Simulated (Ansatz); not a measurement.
Start from `N=C(N)BO` and change one atom or group to get `N=C(N)BF`.

Ansatz, PBE0-D4/def2-TZVP geometries, multiplicity 1. Each molecule was computed in one conformer, which needn't be the lowest.

```csv
property,`N=C(N)BO`
size of the dipole moment (ωB97M-V/def2-TZVPP) / D,3.20
HOMO–LUMO gap (B3LYP/def2-TZVPP) / eV,5.45
LUMO energy (PBE0/def2-TZVPP) / eV,-0.98
HOMO energy (PBE0/def2-TZVPP) / eV,-6.88
HOMO–LUMO gap (PBE/def2-TZVPP) / eV,3.68
HOMO–LUMO gap (ωB97M-V/def2-TZVPP) / eV,10.25
```

**Question.** Give the same properties after the change, and the shifts. (An estimate is asked.)

**Answer.** Computed: 
```csv
property,`N=C(N)BF`,shift
size of the dipole moment (ωB97M-V/def2-TZVPP) / D,1.70,-1.50
HOMO–LUMO gap (B3LYP/def2-TZVPP) / eV,4.87,-0.58
LUMO energy (PBE0/def2-TZVPP) / eV,-1.83,-0.85
HOMO energy (PBE0/def2-TZVPP) / eV,-7.15,-0.27
HOMO–LUMO gap (PBE/def2-TZVPP) / eV,3.15,-0.53
HOMO–LUMO gap (ωB97M-V/def2-TZVPP) / eV,9.66,-0.59
```

With PBE0 the HOMO falls by 0.27 eV and the LUMO falls by 0.85 eV, so the gap narrows by about 0.58 eV. PBE moves the HOMO by -0.30 eV and ωB97M-V by -0.26 eV. Dipoles are sizes alone; their direction can turn.

B3LYP here is the variant with VWN-RPA as its local correlation; programs differ in this.
